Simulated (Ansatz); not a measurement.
Abstraction of H: C3H9N + Sn(SH)3 → C3H8N + SnH(SH)3

Species: C3H9N (trimethylamine) `CN(C)C`, singlet; Sn(SH)3, doublet; C3H8N `[CH2]N(C)C`, doublet; SnH(SH)3, singlet. A radical takes H: the energy is the difference in strength between the C–H bond broken and the Sn–H bond made.

Shapes, held fixed at every level: PBE0-D4/def2-TZVP. Flexible molecules stand in one conformer, not always the lowest. Programs: Ansatz 0.2.0. Electronic energies: no zero-point or thermal term.

**Question.** Estimate ΔE of this reaction.

**Answer.** B2PLYP/def2-TZVPP gives ΔE = +113.4 kJ/mol; the levels span +86.2 to +121.4. The median of the levels is +113.3. No measured value is set beside it here. Open shells run unrestricted. For atoms past krypton def2 sets carry core potentials with scalar relativity. Outer-core shells of Sn are correlated, in sets that cover them unevenly. Times are processor times on shared x86 and Arm servers, and rough.

| level | kind | ΔE (kJ/mol) | CPU time (sum over the molecules) |
| --- | --- | --- | --- |
| MP2/def2-TZVPP | perturbation theory | +113.3 | – |
| HF/def2-TZVPP | Hartree–Fock | +86.2 | – |
| PBE-D4/def2-TZVPP | GGA | +121.4 | 55 s |
| r2SCAN-D4/def2-TZVPP | meta-GGA | +112.0 | 1.7 min |
| B3LYP-D4/def2-TZVPP | global hybrid | +117.2 | 96 s |
| PBE0-D4/def2-TZVPP | global hybrid | +111.1 | 74 s |
| B2PLYP/def2-TZVPP | double hybrid | +113.4 | 1.8 min |
